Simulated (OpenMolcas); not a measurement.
**Cu4+: moving or changing the point charges**

Cu4+ among 6 point charges of -2.2 e arranged as an octahedron (Oh), 1.92 Å from the ion.
```
   1.9200    0.0000    0.0000  -2.20
   0.0000    1.9200    0.0000  -2.20
  -1.9200    0.0000    0.0000  -2.20
   0.0000   -1.9200    0.0000  -2.20
   0.0000    0.0000    1.9200  -2.20
   0.0000    0.0000   -1.9200  -2.20
```

```json
{
 "Program": "OpenMolcas",
 "Method": "CASSCF",
 "Basis": "ANO-RCC-VDZP [5s4p2d1f]",
 "Scalar Hamiltonian": "DKH2, point nucleus",
 "Active space": "7 electrons in 5 orbitals (3d)",
 "State averaging": "2S+1 = 4 even, 10 roots; 2S+1 = 2 even, 40 roots",
 "Spin-orbit coupling": "state interaction with AMFI integrals over the reference wave functions"
}
```

Runs around this geometry, states (labels of O, the rotations of Oh). Energies in cm-1 above the lowest state or level, χT in cm3 K/mol; under a threefold ground state the first gap can be a small split of the lowest multiplet, not the spin-orbit step; 10Dq and B are least-squares fits to the states below 45000 cm-1, weighted by degeneracy, with a free offset, and given where the rms deviation is under 5 % of |10Dq| (or 100 cm-1) and under 700 cm-1.

```json
{"R (Å)": "1.92", "q (e)": "-1.1", "Ground state": "4T1", "First state of that spin": "4T2 1077", "10Dq": "1247", "B (rms of fit)": "1584 (44)", "First gap with spin-orbit (degeneracies)": "296.3 (2, 4)", "χT at 300 K": "4.856", "First state of another spin": "2E 24614"}
{"R (Å)": "1.92", "q (e)": "-2.2", "Ground state": "4T1", "First state of that spin": "4T2 2171", "10Dq": "2464", "B (rms of fit)": "1584 (90)", "First gap with spin-orbit (degeneracies)": "467.2 (2, 4)", "χT at 300 K": "4.299", "First state of another spin": "2E 24566"}
{"R (Å)": "2.14", "q (e)": "-2.2", "Ground state": "4T1", "First state of that spin": "4T2 1289", "10Dq": "1481", "B (rms of fit)": "1584 (54)", "First gap with spin-orbit (degeneracies)": "338.5 (2, 4)", "χT at 300 K": "4.724", "First state of another spin": "2E 24652"}
```

Taking |10Dq| as R^-n, n = -ln(1481 / 2464) / ln(2.14 / 1.92) = 4.7 between the shortest and longest distance. The point-charge formula for a cubic d site gives n = 5.

Scaling the charges by -1.1 / -2.2 = 0.50 scales |10Dq| by 1247 / 2464 = 0.51; with fixed orbitals a first-order splitting would follow the charge.

An orbital triplet at a regular site is open to Jahn-Teller coupling, which can distort the site and quench the lowest spin-orbit gaps and is left out. Without dynamic correlation the repulsion within the d shell is too large (B by tens of per cent), so at a given field states of lower spin stand too high. Point charges give a weaker field than real ligands, and real ions of this kind are often low spin; the high spin found here belongs to the model. The ground term spreads over less than 5000 cm-1, several times less than with real ligands, so orbital moments are less quenched and χT lies further from the spin-only value than at real sites. This field is weak: 10Dq is about 1247 cm-1, while octahedral complexes of 3d ions of charge 3 and more, computed by the same method with explicit ligands, had a median near 15000 cm-1. Ground spin and moment need not be those of a real site (figures for R = 1.92, q = -1.1; the like holds for R = 1.92, q = -2.2, R = 2.14, q = -2.2). Point charges carry no covalency, so the field is a model and not that of real ligands. No measured value stands beside these numbers.
